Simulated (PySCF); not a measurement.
## Static response to an electric field

Species: C₄H₃FN₃ (charge +1).
Cartesian coordinates in Å at the PBE0-D3(BJ)/def2-SVP level; atoms count from 1:
```
atom  x, y, z in Å
N1     3.3195   -0.2588   -0.6130
C2     2.1886   -0.1538   -0.3876
C3     0.8082   -0.0286   -0.1157
N4    -0.1806   -0.8005   -0.7055
C5    -1.3737   -0.4512   -0.2541
N6    -1.1993    0.5415    0.6262
C7     0.1358    0.8204    0.7308
F8     0.5700    1.7333    1.5173
H9    -0.0056   -1.5339   -1.3915
H10   -2.3282   -0.8897   -0.5426
H11   -1.9398    1.0188    1.1409
```

Level: CAM-B3LYP/def2-SVPD (PySCF), static field, nuclei fixed, core orbitals frozen in the response. The polarisability tensor in these axes (au):

```
x   85.66 -1.16 -6.87
y   -1.16 47.40 12.13
z   -6.87 12.13 46.00
```

Q: Give the principal values, the mean and the anisotropy Δα = √{½[(α1 − α2)² + (α2 − α3)² + (α1 − α3)²]}.

A: Principal values 34.20, 57.78 and 87.09 au; mean 59.69 au = 8.84 Å³ = 9.84 × 10⁻⁴⁰ C²·m²/J; Δα = 45.90 au (77 % of the mean).

Q: Form Σ f/ω² (atomic units) for the 6 lowest TDDFT singlets, given as eV and f, and set it beside the mean polarisability, which is this sum over all singlets: 5.79, 0.2406; 6.42, 0.0006; 6.47, 0.1068; 6.69, 0.0000; 7.72, 0.0128; 7.74, 0.0004.

A: They add up to 7.38 au, 12.4 % of the 59.69 au; the largest single term is 5.31 au, from the state at 5.79 eV. Terms in order: 5.31, 0.01, 1.89, 0.00, 0.16, 0.01 au. Higher excitations give the rest. The strengths listed sum to 0.361.

Q: Give the principal axes and the span of the nuclei along them.

A: Largest value along (0.98, -0.09, -0.19), where the nuclei span 5.59 Å; middle along (0.19, 0.74, 0.65), 4.40 Å; least along (0.08, -0.67, 0.74), 0.01 Å. The response follows the extents in order.

Q: What depolarisation ratio follows for Rayleigh scattering of linearly polarised light, taking the static tensor?

A: ρ = 3Δα²/(45ᾱ² + 4Δα²) = 6320.4/(160316 + 8427.2) = 0.0375.

Q: Traceless (Buckingham) quadrupole moment about the centre of nuclear charge: eigenvalues?

A: -12.22, 2.50, 9.72 D·Å. The values depend on the origin, since the species is charged. The electronic extent ⟨r²⟩ about the same centre is 829 bohr², a root-mean-square distance of 2.04 Å for the 56 electrons.

Isolated species at its PBE0-D3(BJ)/def2-SVP geometry, gas phase.

The run behind these numbers computed excited states as well. Cost: about 70 s of CPU time on one thread; the machine was shared, so the figure is rough.
